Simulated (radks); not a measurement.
Q: The cadmium ion Cd7+, 41 electrons, occupied as [Kr] 4d5. All-electron calculation, Dirac Kohn-Sham, PBE, spin-unpolarised, spherical densities, finite nucleus; open shells are shared between the two j in proportion to 2j + 1; Fermi nuclear charge, rms radius 4.6087 fm. Program: a radial shooting solver on a logarithmic mesh with Libxc functionals. Some entries of the table are withheld. Estimate them.

orbital  occ.  eigenvalue (eV)  <r^2> (bohr^2)  <r> (bohr)
1s1/2       2        -26630.68        0.001250     0.03040
2s1/2       2        -4057.828         0.02037      0.1313
2p1/2       2        -3786.175         0.01520      0.1112
2p3/2       4        -3593.721         0.01651      0.1164
3s1/2       2        -854.6130          0.1465      0.3577
3p1/2       2        -745.8119             (1)      0.3490
3p3/2       4        -711.3445             (2)      0.3599
3d3/2       4        -519.0483          0.1311         (3)
3d5/2       6        -512.0303          0.1337         (4)
4s1/2       2        -220.2787          0.8199         (5)
4p1/2       2        -184.1210          0.9099      0.8953
4p3/2       4        -177.6398          0.9595      0.9196
4d3/2       2        -119.6002           1.257       1.044
4d5/2       3        -118.5862           1.276       1.052
5s1/2       0         -84.6247           3.759       1.838
5p1/2       0         -73.2588           4.395         (6)
5p3/2       0         -71.7492           4.569         (7)
4f5/2       0         -60.4638           2.609       1.485
4f7/2       0         -60.4014           2.618       1.488
5d3/2       0         -54.0315             (8)       2.383
5d5/2       0         -53.7805             (9)       2.394

A: 
(1) 3p1/2 <r^2> (bohr^2): 0.1416
(2) 3p3/2 <r^2> (bohr^2): 0.1504
(3) 3d3/2 <r> (bohr): 0.3319
(4) 3d5/2 <r> (bohr): 0.3354
(5) 4s1/2 <r> (bohr): 0.8529
(6) 5p1/2 <r> (bohr): 1.985
(7) 5p3/2 <r> (bohr): 2.024
(8) 5d3/2 <r^2> (bohr^2): 6.380
(9) 5d5/2 <r^2> (bohr^2): 6.440
